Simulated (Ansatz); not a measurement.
Correlation energies of C2H10NO4Ta (`C[N](C)[Ta]([OH])([OH])([OH])[OH]`) by basis set

```xyz
18

C     0.0590   -1.8621    0.8907
N    -0.2032   -0.4494    0.7269
C    -0.8334    0.1475    1.8836
Ta    0.2521    0.5555   -0.8996
O    -0.0942   -0.8428   -2.1867
O     0.7225    2.2306   -0.0592
O     2.1097    0.3504   -1.4437
O    -1.2457    1.5561   -1.6384
H     0.7424   -2.0387    1.7315
H    -0.8713   -2.4103    1.0903
H     0.5074   -2.2803   -0.0106
H    -0.9898    1.2156    1.7320
H    -0.2073    0.0216    2.7768
H    -1.8063   -0.3199    2.0842
H     0.4335   -1.1375   -2.9279
H     0.4556    3.1207   -0.2861
H     2.7203    1.0240   -1.1366
H    -1.7512    1.1190   -2.3272
```

Charge 0, multiplicity 1. Correlated methods include outer-core shells of Ta, which these sets cover unevenly. Ta takes the def2 core potential. All single points use the PBE0-D4/def2-TZVP geometry. It is one conformer, not always the lowest. Frozen core, restricted reference, Ansatz 0.2.0.

| basis | HF (Eh) | MP2 corr. | CCSD corr. | (T) | CCSD(T) total |
| --- | --- | --- | --- | --- | --- |
| def2-SVP | -491.71827 | -1.51867 | -1.55163 | -0.04936 | -493.31926 |
| def2-TZVPP | -492.27933 | -1.95535 | -1.96626 | -0.08398 | -494.32957 |
| def2-QZVPP | -492.30055 | -2.12131 | – | – | – |
